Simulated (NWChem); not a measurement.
Molecule: C2H7FOSi; SMILES CCO[SiH2]F

```xyz
12

Si     0.5330     1.2056    -0.1095
F     -0.8178     2.0677     0.1487
O      0.3215    -0.3579     0.3526
C     -0.4864    -1.3182    -0.2968
C     -0.0610    -2.7054     0.1211
H      0.8073     1.2899    -1.5710
H      1.6100     1.7616     0.7403
H     -0.4065    -1.2085    -1.3960
H     -1.5454    -1.1461    -0.0329
H     -0.1524    -2.8236     1.2109
H     -0.6897    -3.4660    -0.3659
H      0.9877    -2.8897    -0.1559
```
Atoms are numbered in this order, from 1.

Results from NWChem. Pople sets run with spherical d functions. Medium grid unless said otherwise, to which SCAN and Minnesota functionals are sensitive. The geometry was optimised at PBE0/def2-SVP. Not confirmed as a minimum by frequencies.

**Question.** Among these, which level gives the highest value of “dipole (D)”?
A. LDA (Slater exchange, PW92)/6-31G*
B. CAM-B3LYP/6-31G*
C. MPW1K/6-31G*
D. B3LYP/6-31G*

**Answer.** C, MPW1K/6-31G*. Values: B3LYP/6-31G* 1.65; LDA (Slater exchange, PW92)/6-31G* 1.65; CAM-B3LYP/6-31G* 1.68; MPW1K/6-31G* 1.74
